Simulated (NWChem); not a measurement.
System meant: InHBr2; SMILES [Br][InH][Br]

NWChem input:

```
start job
memory heap 200 mb stack 900 mb global 1100 mb
geometry units angstroms noautoz
  In     0.000000     0.000000    -0.771410
  H      0.000000     0.000000    -2.478926
  Br    -2.073413     0.000000     0.582551
  Br     2.073413     0.000000     0.582551
end
basis spherical
  * library def2-svp
end
ecp
  In library def2-ecp
end
dft
  odft
  mult 2
  xc pbe0
  iterations 150
  mulliken
end
task dft energy
```

End of the output:

```
 Summary of "ao basis" -> "" (spherical)
 ------------------------------------------------------------------------------
       Tag                 Description            Shells   Functions and Types
 ---------------- ------------------------------  ------  ---------------------
 *                          def2-svp                  on all atoms

                                 NWChem DFT Module
                                 -----------------

 Summary of "ao basis" -> "ao basis" (spherical)
 ------------------------------------------------------------------------------
       Tag                 Description            Shells   Functions and Types
 ---------------- ------------------------------  ------  ---------------------
 In                         def2-svp                10       26   4s4p2d
 H                          def2-svp                 3        5   2s1p
 Br                         def2-svp                12       32   5s4p3d

 Summary of "ao basis" -> "ao basis" (spherical)
 ------------------------------------------------------------------------------
       Tag                 Description            Shells   Functions and Types
 ---------------- ------------------------------  ------  ---------------------
 In                         def2-svp                10       26   4s4p2d
 H                          def2-svp                 3        5   2s1p
 Br                         def2-svp                12       32   5s4p3d

      Symmetry analysis of basis
      --------------------------

        a1         37
        a2         12
        b1         29
        b2         17

  number of electrons :                   92
  multiplicity        :                    2
 ------------------------------------------------------------------------
  no. of electrons and multiplicity not compatible                  92
 ------------------------------------------------------------------------
 ------------------------------------------------------------------------
  current input line :
    22: task dft energy
 ------------------------------------------------------------------------
 ------------------------------------------------------------------------
 There is an error in the input file
 ------------------------------------------------------------------------
 For more information see the NWChem manual at https://nwchemgit.github.io

0: no. of electrons and multiplicity not compatible:Received an Error in Communication
```

Question: Find the fault in this run and fix the input.

Answer: The input was rejected before any calculation. Cause: the multiplicity doesn't fit the number of electrons (an even count wants an odd multiplicity, and the reverse). This input runs:
```
start job
memory heap 200 mb stack 900 mb global 1100 mb
geometry units angstroms noautoz
  In     0.000000     0.000000    -0.771410
  H      0.000000     0.000000    -2.478926
  Br    -2.073413     0.000000     0.582551
  Br     2.073413     0.000000     0.582551
end
basis spherical
  * library def2-svp
end
ecp
  In library def2-ecp
end
dft
  xc pbe0
  iterations 150
  mulliken
end
task dft energy
```
It converges to -5337.92188 Ha (PBE0/def2-SVP with def2 effective core potentials on In).
